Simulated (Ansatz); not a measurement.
Reaction (ligand exchange at a Ge–Cl bond): `[SiH3][O][Ge][Cl]` + H–F → `[F][Ge][O][SiH3]` + HCl

Gas-phase electronic energies from Ansatz, PBE0-D4/def2-TZVP geometries. CCSD(T)/CBS is the MP2 limit (def2-TZVPP, def2-QZVPP) plus CCSD(T) − MP2 in def2-TZVPP, frozen cores. This one scheme is used for every species. DFT in def2-TZVPP. For Ge outer-core shells are correlated without core-valence functions, which leaves a few kJ/mol of doubt a bond. Scalar relativity is left out up to krypton. Each species was taken in one conformer, which may not be the lowest.

| level | ΔE (kJ/mol) |
| --- | --- |
| PBE-D4 | 8.1 |
| B97M-V | -1.3 |
| r2SCAN0-D4 | 7.4 |
| B2PLYP | -0.3 |
| PBE0 | 7.5 |
| CAM-B3LYP | -8.0 |
| LC-ωPBE | -6.5 |
| MP2/CBS(def2) | 12.5 |

Problem. What does CCSD(T)/CBS give? (An estimate is asked.)

Solution. The calculation gave: +8.1 kJ/mol. The listed levels differ from it by 0.0, -9.4, -0.7, -8.4, -0.6, -16.1, -14.6, 4.4 kJ/mol.

Largest T1 diagnostic among the species: 0.015.

The D4 term adds +6.8 kJ/mol with B3LYP and +3.6 kJ/mol with PBE0; it sums over pairs of atoms, weighted by their polarisabilities, and B3LYP, whose exchange is more repulsive, gets the larger term. From PBE to PBE0 (25 % exact exchange), in def2-TZVPP and without D4, ΔE moves by +3.5 kJ/mol.

B3LYP here is the variant with VWN-RPA as its local correlation; programs differ in this.
